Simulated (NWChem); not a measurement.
System: AlH, singlet; SMILES [AlH]

```xyz
2

Al     0.0000     0.0000     0.1423
H      0.0000     0.0000    -1.5249
```
Atoms are numbered in this order, from 1.

Low-valent species are run as closed-shell singlets; no triplet was tried in these runs. The geometry was optimised at PBE0/def2-SVP.

Problem. Split the isotropic spin-spin couplings (Hz) from PBE0/pcJ-1 (NWChem) into Fermi-contact, spin-dipolar, paramagnetic and diamagnetic spin-orbit terms, for the pairs 1–2.

Solution. 
| pair | FC | SD | PSO | DSO | total |
|---|---|---|---|---|---|
| 27Al(1)–1H(2) | -17.20 | 0.05 | -2.62 | -0.09 | -19.86 |
